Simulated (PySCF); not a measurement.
# Electron correlation in Cu⁺ (copper, charge +1)

[Ar] 3d10, closed-shell 1S. Computed with PySCF 2.14 in aug-cc-pwCVTZ-DK (10s9p7d4f3g, 127 functions), with the spin-free X2C one-electron Hamiltonian (Gaussian nucleus). Frozen: [Ne]; 18 electrons correlated.

MP2 pair energies summed by pair of shells (mhartree):

```
 pair   energy  share (%)
3d-3d  -511.22       51.6
3p-3d  -296.51       29.9
3s-3d   -70.56        7.1
3p-3p   -70.02        7.1
3s-3p   -36.82        3.7
3s-3s    -5.42        0.5
```

Total MP2 correlation energy: -990.54 mhartree.

Same-spin part -326.96 and opposite-spin part -663.57 mhartree; SCS-MP2 scales them by 1/3 and 6/5 to -905.28 mhartree.
